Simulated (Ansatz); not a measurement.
## A geometry optimisation of AlClH3NSi2 with BLYP-D3(BJ)/def2-SVP

The starting geometry of this gas-phase singlet was optimised with GFN2-xTB.

```xyz
8

Al    0.0515   -1.1347   -1.1832
Cl   -1.3421    0.4112   -0.6050
N     0.4072   -1.6319    0.5963
Si    1.0036   -2.3653    2.0563
Si   -0.5354   -0.6427    1.6224
H    -0.7289   -2.2489   -1.9488
H     1.2915   -0.4722   -1.8606
H     1.9732   -3.3954    1.5984
```

Q: Predict what becomes of its bonds when it is optimised with BLYP-D3(BJ)/def2-SVP.

A: A bond breaks, giving a structure with Cl2 bridging Al1 and Si5, given below by its coordinates. Distances that change by over a tenth: Al1–Cl2 (2.16 → 2.50 Å), Cl2–Si5 (2.59 → 2.33 Å). Contacts that open: Si4–Si5 (2.35 → 3.14 Å).

The energy falls by 0.72 eV over 15 steps:

| step | E − E(last) (eV) |
| --- | --- |
| 1 | 0.721 |
| 3 | 0.256 |
| 4 | 0.134 |
| 6 | 0.039 |
| 7 | 0.020 |
| 9 | 0.003 |
| 10 | 0.001 |
| 12 | 0.000 |
| 13 | 0.000 |
| 15 | 0.000 |

Final geometry (Å):

```xyz
8

Al    0.2610   -1.3667   -0.9623
Cl   -1.4048    0.4678   -0.6097
N     0.1823   -1.4014    0.9565
Si    1.1608   -2.5531    1.9078
Si   -0.9139   -0.2180    1.5645
H    -0.5366   -2.5403   -1.6741
H     1.5552   -0.6637   -1.5544
H     1.8167   -3.2044    0.6475
```

Frequencies at the end are all real (lowest 68 cm⁻¹). Run with Ansatz 0.2.0, 20 s on 2 threads of Intel(R) Xeon(R) Platinum 8375C CPU @ 2.90GHz (Ice Lake), on a shared host.
